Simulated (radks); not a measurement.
The numbers below are computed, except where a source is named.
Q: Valence configurations of the iridium ion Ir+ (all share [Xe]). Code: a radial shooting solver on a logarithmic mesh with Libxc functionals. Model: scalar-relativistic Kohn-Sham, r2SCAN, spin-unpolarised, spherical densities, finite nucleus; meta-GGA in the generalised Kohn-Sham scheme; Fermi nuclear charge, rms radius 5.4032 fm. Order these by energy: 4f14 5d6 6s1 6p1; 4f14 5d7 6p1; 4f14 5d8; 4f13 5d7 6s1 6p1; 4f13 5d6.5 6s2 6p0.5; 4f14 5d6 6s2; 4f13 5d7 6s2; 4f14 5d7 6s1; 4f14 5d7.5 6s0.5; 4f14 5d6.5 6s1 6p0.5.

A: From the lowest, in eV above it: 4f14 5d8 0.000; 4f14 5d7.5 6s0.5 0.686; 4f14 5d7 6s1 1.590; 4f14 5d6 6s2 4.063; 4f14 5d6.5 6s1 6p0.5 6.186; 4f14 5d7 6p1 8.208; 4f14 5d6 6s1 6p1 11.307; 4f13 5d7 6s2 65.778; 4f13 5d6.5 6s2 6p0.5 71.894; 4f13 5d7 6s1 6p1 73.205. NIST lists [Xe] 4f14 5d7 6s1 as the ground configuration; this level of theory puts 4f14 5d8 lower, by 1.590 eV. The energies are those of spherical spin-averaged densities, not of single terms.
